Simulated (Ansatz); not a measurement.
Computed with Ansatz.

A structure relaxed at PBE0-D4/def2-TZVP, charge 0, multiplicity 1:

Cartesian coordinates in Å:
```
C -0.3966 -1.7349 -0.2516
S -0.2192 -0.4412 -1.5184
Si 0.0216 1.2706 -0.3258
F -1.2482 1.5740 0.5981
S 1.6793 0.9862 0.9731
H -0.4244 -2.6829 -0.7871
H 0.4503 -1.7314 0.4323
H -1.3257 -1.6061 0.3007
H 0.1731 2.4151 -1.2471
H 1.2898 1.9506 1.8258
```

Give its formula and SMILES.

CH5FS2Si, `CS[SiH](F)S`.

Summarise the bond lengths by kind.

1 × C–S 1.819 Å; 3 × C–H 1.088 to 1.089 Å; 2 × S–Si 2.100 to 2.125 Å; 1 × F–Si 1.599 Å; 1 × H–Si 1.477 Å; 1 × H–S 1.345 Å.
